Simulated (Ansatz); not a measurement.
Geometry optimisation, Ansatz 0.2.0, UKS PBE0/def2-SVP.

input.yaml

```yaml
crystal:
  periodic: [false, false, false]
  atoms:
    - { symbol: S, position_ang: [-1.4636, 0.5078, 0.2406] }
    - { symbol: Ge, position_ang: [0.4284, -0.5141, 0.3703] }
    - { symbol: Cl, position_ang: [0.26067, -2.43461, -0.60325] }
    - { symbol: H, position_ang: [-1.7073, 0.0074, -1.0393] }
    - { symbol: H, position_ang: [0.81469, -0.71059, 1.84523] }
magnetization:
  spin_polarized: true
  initial_magnetization: 1
basis:
  gaussian: { orbitals: def2-SVP }
hamiltonian:
  xc: pbe0
relax:
  f_tol: 0.015
  max_steps: 40
output:
  orbitals: {}
```

Run as:

```bash
$ ansatz run input.yaml --threads 2 --pin off --max-ram 3072MiB --backend cpu --events-out ev --progress --plain --runs-dir out
```

Problem. Where does it end, and by what steps?

Solution. The run converged. After 6 steps the energy has fallen by 0.094 eV; H4 moved furthest, 0.20 Å.

```csv
step,energy less start (eV),largest force component (eV/Å),accepted
0,0.0000,1.242,yes
1,-0.0845,0.370,yes
2,-0.0905,0.061,yes
3,-0.0919,0.084,yes
4,-0.0933,0.041,yes
5,-0.0940,0.142,yes
6,-0.0945,0.009,yes
```

```xyz
5
Properties=species:S:1:pos:R:3
S -1.541 0.431 0.267
Ge 0.462 -0.543 0.309
Cl 0.346 -2.553 -0.529
H -1.736 0.209 -1.052
H 0.802 -0.688 1.819
```

Whether the end is a true minimum wasn't checked by a vibrational analysis.

The run took 6.7 s on 2 threads of AMD EPYC 9R45 96-Core Processor (Zen 5) (shared host), peak memory 0.25 GiB.
